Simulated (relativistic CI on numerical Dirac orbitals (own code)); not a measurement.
**d1 to d9 in one octahedral field**

Computed with a parametric ligand-field model without spin-orbit coupling, by exact diagonalisation: B = 440, C = 1830, 10Dq = 34300 cm⁻¹ (Oh; |10Dq|/B = 78.0) for every shell. Energies in cm⁻¹; the field energy is (0.6 n_e − 0.4 n_t2) × 10Dq of the ground term; g labels are left out. So small a B with so large a field is typical of 4d and 5d ions, where spin-orbit coupling, left out here, reaches 1,000 to 4,000 cm⁻¹.

| Shell | Ground term | Electrons in e | Field energy | First spin-allowed bands | Lowest term of other spin |
| --- | --- | --- | --- | --- | --- |
| d1 | 2T2 | 0.000 | -13720 | 2E 34300 |  |
| d2 | 3T1 | 0.005 | -27279 | 3T2 33161, 3T1 38623 | 1T2 6413 |
| d3 | 4A2 | 0.000 | -41160 | 4T2 34300, 4T1 39352 | 2E 9085 |
| d4 | 3T1 | 0.008 | -54616 | 3E 32412, 3T1 32863 | 1T2 5709 |
| d5 | 2T2 | 0.015 | -68078 | 2A2 31694, 2T1 31852 | 4T1 25302 |
| d6 | 1A1 | 0.012 | -81912 | 1T1 32838, 1T2 39378 | 3T1 29022 |
| d7 | 2E | 1.007 | -61486 | 2T1 32745, 2T2 33229 | 4T1 25339 |
| d8 | 3A2 | 2.000 | -41160 | 3T2 34300, 3T1 39352 | 1E 7146 |
| d9 | 2E | 3.000 | -20580 | 2T2 34300 |  |

Low spin: d4, d5, d6, d7; the other shells keep the spin of the free ion. Only d4 to d7 can choose; the field needed to pair spins is smallest for d6 and largest for d5, which loses most exchange energy. In the strong-field picture 10Dq must exceed about 6B + 5C = 11790 (d4), 7.5B + 5C = 12450 (d5), 2.5B + 4C = 8420 (d6) and 4B + 4C = 9080 (d7); mixing of terms shifts these bounds somewhat.
